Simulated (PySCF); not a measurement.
**Working out the ionisation energy of Cd⁺**

Cd⁺ [Kr] 4d10 5s1 (2S) → Cd²⁺ [Kr] 4d10 (1S). Computed with PySCF 2.14 in aug-cc-pVDZ-PP with ECP28MDF (5s5p4d2f, 54 functions), with a scalar-relativistic core potential. Frozen: 4s2 4p6. Energies in hartree (1 hartree = 27.21139 eV):

```tsv
part	Cd⁺ (lower)	Cd²⁺ (upper)
UHF	-166.565887	-165.996307
MP2 opposite-spin	-0.207172	-0.183320
MP2 same-spin	-0.123484	-0.106975
```

Q: What does Hartree-Fock give?

A: (-165.996307) − (-166.565887) = 0.569580 hartree = 15.499 eV.

Q: What do MP2 and SCS-MP2 (6/5 opposite-spin, 1/3 same-spin) give?

A: The opposite-spin parts differ by 0.649 eV and the same-spin parts by 0.449 eV. MP2: 15.499 + (0.649) + (0.449) = 16.597 eV. SCS-MP2: 15.499 + 1.2 × (0.649) + (0.449)/3 = 16.427 eV.

Measured between the centres of the two terms (NIST): 16.908 eV, so MP2 (valence) is off by -0.311 eV.

A double-zeta basis recovers only part of the correlation energy.

What remains against the reference includes basis incompleteness, the frozen core and correlation beyond second order.
